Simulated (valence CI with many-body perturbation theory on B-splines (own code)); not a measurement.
**E1 line list for Zr³³⁺**

Method: valence CI with perturbative core correlation (CI+MBPT): five valence electrons over a frozen Dirac-Fock core [He], radial functions for each j: 11 s, 11 p, 10 d, 8 f, 5 g, 2 h, with the one-electron correlation potential Σ1, the two-electron term Σ2, the three-electron term Σ3, Breit, model QED; selected CI, second order for the rest, scaled by the run's own slope (own B-spline code, finite nucleus).

No measured spectrum was set against this ion. As an estimate, large intervals hold to a few tenths of a per cent, small ones and those within an open d or f shell to about a per cent. Among the levels kept, up to 10000 cm⁻¹ of a level comes from second order outside the variational space, and about a tenth of that is noise between levels of different J, which matters for small intervals.

Lines 51 to 100 of 595 in falling wavelength, among levels below 2922.8 eV, chosen from the strongest by gf and those to the six lowest levels. Wavelengths and rates use the calculated energies. Electric multipoles are in the length gauge, E1 and E2 with the static RPA response of the core. Weak lines are less certain than strong ones. Lines between different terms over intervals too small for the method are left out, as are lines whose strength nearly cancels. The highest levels of a list are the least certain.

Levels are named by their leading jj configuration (3d3/2^4 stands for four electrons in 3d with j = 3/2), which in mixed levels can hold well under half, so a name can repeat and another be missing. Letters in brackets count levels of one name in rising energy.

```csv
λ vac (nm),Upper,Lower,A (s⁻¹),S (a.u.)
21.40,(2s 2p1/2 2p3/2^2 3d5/2) J=7/2 [b],(2s 2p1/2 2p3/2^2 3p1/2) J=5/2 [c],2.90e+09,1.12e-01
21.37,(2s^2 2p3/2^2 3d5/2) J=9/2,(2s^2 2p3/2^2 3p3/2) J=7/2,6.32e+09,3.05e-01
21.34,(2s 2p1/2^2 2p3/2 3d5/2) J=7/2 [b],(2s 2p1/2^2 2p3/2 3p3/2) J=5/2 [b],6.64e+09,2.55e-01
21.28,(2s 2p1/2 2p3/2^2 3d5/2) J=9/2 [a],(2s 2p1/2 2p3/2^2 3p1/2) J=7/2,1.92e+09,9.12e-02
21.11,(2s 2p1/2 2p3/2^2 3d5/2) J=3/2 [a],(2s 2p1/2 2p3/2^2 3p3/2) J=3/2 [a],3.27e+09,6.08e-02
20.91,(2s 2p1/2^2 2p3/2 3d5/2) J=5/2 [b],(2s 2p1/2^2 2p3/2 3p3/2) J=3/2 [b],3.44e+09,9.32e-02
20.89,(2s^2 2p3/2^2 3d5/2) J=5/2 [b],(2s^2 2p3/2^2 3p3/2) J=3/2 [b],6.30e+09,1.70e-01
20.85,(2s^2 2p1/2^2 3d5/2) J=5/2,(2s^2 2p1/2^2 3p3/2) J=3/2,6.98e+09,1.87e-01
20.85,(2s 2p1/2 2p3/2^2 3p3/2) J=5/2 [a],(2s 2p1/2 2p3/2^2 3s) J=3/2 [a],4.74e+09,1.27e-01
20.84,(2s 2p1/2 2p3/2^2 3d5/2) J=5/2 [d],(2s 2p1/2 2p3/2^2 3p3/2) J=3/2 [c],3.45e+09,9.23e-02
20.75,(2s 2p1/2 2p3/2^2 3d5/2) J=5/2 [g],(2s 2p1/2 2p3/2^2 3p3/2) J=3/2 [f],5.85e+09,1.55e-01
20.70,(2s^2 2p1/2 2p3/2 3d5/2) J=7/2 [b],(2s^2 2p1/2 2p3/2 3p3/2) J=5/2 [b],6.09e+09,2.13e-01
20.64,(2s^2 2p1/2 2p3/2 3p1/2) J=3/2 [b],(2s^2 2p1/2 2p3/2 3s) J=5/2,4.60e+09,7.98e-02
20.55,(2s 2p1/2 2p3/2^2 3d3/2) J=7/2 [a],(2s 2p1/2 2p3/2^2 3p3/2) J=5/2 [a],3.47e+09,1.19e-01
20.51,(2s 2p1/2 2p3/2^2 3d5/2) J=3/2 [c],(2s 2p1/2 2p3/2^2 3p3/2) J=1/2 [b],3.46e+09,5.89e-02
20.45,(2s 2p1/2 2p3/2^2 3d3/2) J=7/2 [c],(2s 2p1/2 2p3/2^2 3p3/2) J=5/2 [c],2.16e+09,7.30e-02
20.41,(2s 2p1/2 2p3/2^2 3p3/2) J=7/2 [b],(2s 2p1/2 2p3/2^2 3s) J=5/2 [b],4.98e+09,1.67e-01
20.23,(2s 2p1/2 2p3/2^2 3p1/2) J=3/2 [d],(2s 2p1/2 2p3/2^2 3s) J=5/2 [c],3.48e+09,5.69e-02
20.19,(2s 2p1/2^2 2p3/2 3p3/2) J=3/2 [a],(2s 2p1/2^2 2p3/2 3s) J=3/2 [a],7.45e+09,1.21e-01
20.02,(2s 2p1/2^2 2p3/2 3d5/2) J=5/2 [a],(2s 2p1/2^2 2p3/2 3p3/2) J=3/2 [a],5.42e+09,1.29e-01
19.99,(2s 2p1/2 2p3/2^2 3p1/2) J=5/2 [b],(2s 2p1/2 2p3/2^2 3s) J=7/2,7.30e+09,1.73e-01
19.75,(2s^2 2p1/2 2p3/2 3d5/2) J=3/2 [a],(2s^2 2p1/2 2p3/2 3p3/2) J=1/2 [a],4.94e+09,7.52e-02
19.57,(2s 2p1/2^2 2p3/2 3d5/2) J=7/2 [a],(2s 2p1/2^2 2p3/2 3p3/2) J=5/2 [a],7.94e+09,2.35e-01
19.45,(2s^2 2p1/2 2p3/2 3d5/2) J=5/2 [a],(2s^2 2p1/2 2p3/2 3p1/2) J=3/2 [b],2.68e+09,5.83e-02
19.31,(2s 2p1/2 2p3/2^2 3p3/2) J=3/2 [b],(2s 2p1/2 2p3/2^2 3s) J=5/2 [b],6.91e+09,9.82e-02
19.29,(2s 2p3/2^3 3p3/2) J=3/2 [a],(2s 2p3/2^3 3s) J=3/2 [a],6.77e+09,9.61e-02
19.25,(2s^2 2p1/2 2p3/2 3d5/2) J=5/2 [b],(2s^2 2p1/2 2p3/2 3p3/2) J=3/2 [b],6.12e+09,1.29e-01
19.22,(2s 2p1/2 2p3/2^2 3d3/2) J=7/2 [b],(2s 2p1/2 2p3/2^2 3p1/2) J=5/2 [b],2.74e+09,7.68e-02
19.06,(2s 2p1/2 2p3/2^2 3d5/2) J=3/2 [d],(2s 2p1/2 2p3/2^2 3p3/2) J=1/2 [c],5.16e+09,7.06e-02
18.98,(2s^2 2p3/2^2 3p3/2) J=5/2,(2s^2 2p3/2^2 3s) J=3/2,5.78e+09,1.17e-01
18.97,(2s 2p1/2 2p3/2^2 3p3/2) J=1/2 [a],(2s 2p1/2 2p3/2^2 3s) J=3/2 [a],9.96e+09,6.71e-02
18.91,(2s^2 2p1/2 2p3/2 3d3/2) J=5/2 [b],(2s^2 2p1/2 2p3/2 3p3/2) J=3/2 [a],3.26e+09,6.53e-02
18.57,(2s 2p1/2^2 2p3/2 3d5/2) J=1/2,(2s 2p1/2^2 2p3/2 3p3/2) J=1/2 [a],7.41e+09,4.68e-02
18.32,(2s 2p1/2 2p3/2^2 3p3/2) J=5/2 [c],(2s 2p1/2^2 2p3/2 3d5/2) J=3/2 [a],3.37e+09,6.14e-02
18.23,(2s 2p1/2^2 2p3/2 3p3/2) J=5/2 [a],(2s 2p1/2^2 2p3/2 3s) J=3/2 [a],8.62e+09,1.55e-01
18.22,(2s 2p1/2 2p3/2^2 3p3/2) J=7/2 [c],(2s 2p1/2 2p3/2^2 3s) J=5/2 [c],1.30e+10,3.10e-01
18.20,(2s 2p1/2 2p3/2^2 3d3/2) J=5/2 [b],(2s 2p1/2 2p3/2^2 3p1/2) J=5/2 [b],5.32e+09,9.49e-02
18.09,(2s 2p1/2 2p3/2^2 3p1/2) J=7/2,(2s 2p1/2 2p3/2^2 3s) J=5/2 [a],3.65e+09,8.55e-02
18.09,(2s 2p1/2 2p3/2^2 3d5/2) J=3/2 [b],(2s 2p1/2 2p3/2^2 3p3/2) J=3/2 [b],5.16e+09,6.03e-02
18.03,(2s 2p3/2^3 3p3/2) J=5/2 [b],(2s 2p3/2^3 3s) J=3/2 [b],1.17e+10,2.03e-01
18.02,(2s 2p1/2^2 2p3/2 3p3/2) J=1/2 [a],(2s 2p1/2^2 2p3/2 3s) J=3/2 [a],1.11e+10,6.39e-02
17.93,(2s 2p1/2 2p3/2^2 3d3/2) J=5/2 [d],(2s 2p1/2 2p3/2^2 3p1/2) J=3/2 [d],3.73e+09,6.37e-02
17.93,(2s 2p1/2^2 2p3/2 3p3/2) J=5/2 [b],(2s 2p1/2^2 2p3/2 3s) J=3/2 [b],1.29e+10,2.21e-01
17.92,(2s 2p3/2^3 3p3/2) J=5/2 [a],(2s 2p3/2^3 3s) J=3/2 [a],2.91e+09,4.96e-02
17.73,(2s 2p1/2 2p3/2^2 3d5/2) J=3/2 [a],(2s 2p1/2 2p3/2^2 3p3/2) J=1/2 [a],4.05e+09,4.46e-02
17.71,(2s^2 2p3/2^2 3p3/2) J=5/2,(2s^2 2p3/2^2 3s) J=5/2,5.50e+09,9.04e-02
17.70,(2s 2p1/2 2p3/2^2 3d3/2) J=5/2 [a],(2s 2p1/2 2p3/2^2 3p1/2) J=5/2 [a],4.72e+09,7.76e-02
17.63,(2s 2p1/2 2p3/2^2 3p3/2) J=5/2 [c],(2s 2p1/2 2p3/2^2 3s) J=3/2 [b],8.95e+09,1.45e-01
17.61,(2s 2p1/2 2p3/2^2 3p3/2) J=3/2 [d],(2s 2p1/2 2p3/2^2 3s) J=1/2 [b],8.81e+09,9.49e-02
17.50,(2s 2p1/2 2p3/2^2 3d3/2) J=9/2,(2s 2p1/2 2p3/2^2 3p3/2) J=7/2 [a],2.30e+09,6.07e-02
```
